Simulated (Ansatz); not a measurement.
`COc1ccc(-c2ccc(-c3ccc(-c4ccc(-c5ccc(C(F)=C(F)F)cc5)o4)o3)o2)cc1`. Charge 0, multiplicity 3. Geometry PBE-D4/def2-SVP, that of the neutral singlet.

Cartesian coordinates in Å:
```
C -8.485 -3.161 -5.999
O -7.248 -2.476 -6.032
C -6.528 -2.383 -4.882
C -5.301 -1.688 -4.970
C -4.492 -1.538 -3.847
C -4.875 -2.075 -2.591
C -4.034 -1.917 -1.418
C -4.152 -2.318 -0.092
C -2.991 -1.856 0.588
C -2.224 -1.193 -0.361
C -0.965 -0.515 -0.302
C -0.196 0.142 -1.256
C 0.961 0.618 -0.581
C 0.831 0.226 0.746
C 1.653 0.408 1.904
C 1.519 0.016 3.231
C 2.670 0.504 3.905
C 3.447 1.167 2.961
C 4.715 1.866 3.023
C 5.416 1.995 4.249
C 6.634 2.666 4.321
C 7.212 3.245 3.161
C 8.483 3.963 3.161
F 8.887 4.456 1.965
C 9.326 4.211 4.196
F 9.118 3.818 5.447
F 10.459 4.881 4.069
C 6.513 3.117 1.936
C 5.293 2.445 1.868
O 2.819 1.102 1.740
O -0.341 -0.464 0.917
O -2.855 -1.231 -1.575
C -6.104 -2.768 -2.517
C -6.925 -2.925 -3.640
H -9.208 -2.681 -5.301
H -8.362 -4.228 -5.706
H -8.895 -3.117 -7.025
H -5.007 -1.273 -5.945
H -3.540 -0.994 -3.928
H -4.984 -2.882 0.341
H -2.733 -1.983 1.644
H -0.451 0.256 -2.314
H 1.799 1.183 -1.001
H 0.684 -0.554 3.649
H 2.909 0.385 4.967
H 4.995 1.559 5.167
H 7.142 2.743 5.290
H 6.944 3.558 1.027
H 4.770 2.359 0.906
H -6.432 -3.198 -1.559
H -7.872 -3.471 -3.538
```

Single mean-field runs in def2-TZVP are fitted with def2-universal-jkfit. At PBE0-D4/def2-TZVP a singlet of charge 0 lies 1.92 eV below the triplet at the same geometry.

(1) Estimate the α-spin orbital energies around the gap (eV) in Ansatz with PBE-D4/def2-TZVP, PBE0-D4/def2-TZVP.

## Answers

(1) 
| orbital | PBE-D4/def2-TZVP | PBE0-D4/def2-TZVP |
| --- | --- | --- |
| HOMO−5 | -6.41 | -7.62 |
| HOMO−4 | -6.37 | -7.50 |
| HOMO−3 | -5.78 | -6.95 |
| HOMO−2 | -5.20 | -6.18 |
| HOMO−1 | -4.62 | -5.49 |
| HOMO | -2.70 | -3.21 |
| LUMO | -2.16 | -1.65 |
| LUMO+1 | -1.64 | -0.95 |
| LUMO+2 | -1.47 | -0.64 |
| LUMO+3 | -1.26 | -0.40 |
| LUMO+4 | -0.88 | -0.08 |
| LUMO+5 | -0.24 | 0.71 |
| β HOMO | -5.01 | -5.72 |
| β LUMO | -4.27 | -3.82 |
